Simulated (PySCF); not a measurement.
# C₆ coefficients of unlike pairs at PBE0

Calculated with PySCF 2.14 from the dipole response of each species, C₆(A,B) = (3/π) ∫ α_A(iu) α_B(iu) du, in atomic units, from isotropic polarisabilities. For ions this is the dispersion term alone; charge-induced terms of lower order in 1/R come first.

| species | configuration | basis | relativity | α (bohr³) | C₆ (like pair) |
| --- | --- | --- | --- | --- | --- |
| Be⁺ | [He] 2s1 (2S) | dyall-acv3z (15s9p4d2f) | spin-free X2C | 22.22 | 60.05 |
| Hg⁺ | [Xe] 4f14 5d10 6s1 (2S) | aug-cc-pVTZ-PP with ECP60MDF (6s6p5d3f2g) | core potential | 19.85 | 148.5 |
| C | [He] 2s2 2p2 (3P) | dyall-av2z (11s7p2d) | none | 12.02 | 48.12 |
| Cu⁺ | [Ar] 3d10 (1S) | x2c-TZVPPall with one added diffuse shell each of s, p, d, f type (7s6p5d3f1g) | spin-free X2C | 6.932 | 23.21 |

Problem. Estimate C₆ for Cu⁺ with C.

Solution. The integral gives 32.12. The combination rule 2 C_A C_B / (C_A α_B/α_A + C_B α_A/α_B) gives 32.85 and the geometric mean 33.42.

No spin-orbit coupling is included.

The other pairs:

| pair | C₆ |
| --- | --- |
| Hg⁺, Be⁺ | 79.98 |
| C, Hg⁺ | 83.37 |
| Cu⁺, Be⁺ | 29.49 |
| C, Be⁺ | 47.83 |
| Cu⁺, Hg⁺ | 58.26 |
